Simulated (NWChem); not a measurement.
## Atomisation of H2Be

```xyz
3

Be     0.0000     0.0000     0.0000
H      0.0000     0.0000     1.3390
H      0.0000     0.0000    -1.3390
```
Charge 0, spin multiplicity 1.

The numbers come from NWChem runs, not from measurements. The geometry was optimised at PBE0/def2-SVP, a minimum by its harmonic frequencies.

Basis set: def2-TZVP. The atomisation energy is electronic alone: no zero-point, thermal, spin-orbit or counterpoise terms. No value is extrapolated to the basis-set limit. Free atoms are single determinants with multiplicities Be 1, H 2. Correlated methods freeze the same cores in atoms and molecule, 1 orbitals in all.

The correlated methods keep 1 core orbital frozen. The structure started from a generated list of species. The stability of the SCF solutions was not checked. Coupled-cluster values serve here as a point of comparison, not as the truth.

**Question.** Order these methods by the atomisation energy they give, lowest first: LDA (SVWN5), MP2, CCSD(T), PBE.

**Answer.** CCSD(T) (137.9 kcal/mol), MP2 (139.5 kcal/mol), PBE (146.1 kcal/mol), LDA (SVWN5) (158.5 kcal/mol)
